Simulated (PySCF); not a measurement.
**C²⁺ (carbon, charge +2) across methods**

[He] 2s1 3d1, high-spin 3D determinant (an excited configuration). Computed with PySCF 2.14 in aug-cc-pV5Z, with no relativity, point nucleus.

| method | E (hartree) | mean ε 1s β (eV) | mean ε 2s α (eV) | mean ε 3d α (eV) | Σ⟨r²⟩ (bohr²) | ⟨S²⟩ |
| --- | --- | --- | --- | --- | --- | --- |
| PBEsol | -35.1384 | -319.60 | -48.102 | -12.335 | 13.56 | 2.000 |
| PBE0 | -35.2992 | -330.00 | -50.137 | -12.980 | 13.75 | 2.000 |
| UHF | -35.24432 | -356.18 | -55.231 | -14.113 | 14.84 | 2.000 |
| BHandHLYP | -35.3301 | -339.53 | -51.837 | -13.257 | 14.21 | 2.000 |
| PBE | -35.2973 | -321.01 | -48.309 | -12.484 | 13.48 | 2.000 |
| TPSSh | -35.3504 | -327.01 | -49.194 | -12.607 | 13.61 | 2.000 |
| r2SCAN | -35.3230 | -325.08 | -48.861 | -12.335 | 13.76 | 2.000 |
| LDA | -34.9628 | -318.40 | -48.088 | -12.205 | 13.74 | 2.000 |

The outer electron is Rydberg-like, and this basis confines it to a smaller radius and binds it less than a complete one would.
